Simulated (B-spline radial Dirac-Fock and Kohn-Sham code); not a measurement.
**The L1 (2s) level from F to Ca**

Model: Dirac-Fock ΔSCF + Breit + QED. Program: a B-spline atomic structure program. Free neutral atoms, energies in eV. Correlation energy is missing from these numbers. Relaxation, Breit and QED are contributions to the binding energy. "Screened" places the removed electron in the lowest shell with room, a model of an edge from the Fermi level; tabulated edges (Elam, Ravel and Sieber 2002) are for the standard state, and for monatomic gases they compare with the unscreened value. A dash: no value, or a hole state left out as unreliable.

| Z | element | binding | relaxation | Breit | QED | screened | tabulated edge |
| --- | --- | --- | --- | --- | --- | --- | --- |
| 9 | F | 40.12 | -2.8 | 0.00 | 0.00 | 23.98 | 45 |
| 10 | Ne | 49.44 | -3.2 | -0.01 | -0.01 | – | 48.5 |
| 12 | Mg | 97.82 | -5.0 | -0.02 | -0.02 | 92.31 | 88.6 |
| 13 | Al | 128.0 | -6.0 | -0.03 | -0.02 | 121.0 | 117.8 |
| 14 | Si | 161.4 | -7.0 | -0.04 | -0.03 | 152.6 | 149.7 |
| 15 | P | 197.9 | -7.9 | -0.05 | -0.04 | 187.3 | 189 |
| 16 | S | 237.7 | -8.8 | -0.06 | -0.05 | 225.1 | 230.9 |
| 17 | Cl | 280.7 | -9.7 | -0.08 | -0.07 | 266.1 | 270 |
| 18 | Ar | 327.0 | -10.5 | -0.11 | -0.08 | 323.1 | 326.3 |
| 19 | K | 386.1 | -11.1 | -0.13 | -0.10 | 381.1 | 378.6 |
| 20 | Ca | 450.0 | -11.4 | -0.17 | -0.13 | 445.3 | 438.4 |

Values without a named source are computed, but for edge energies of neutral atoms, which are taken from tables.
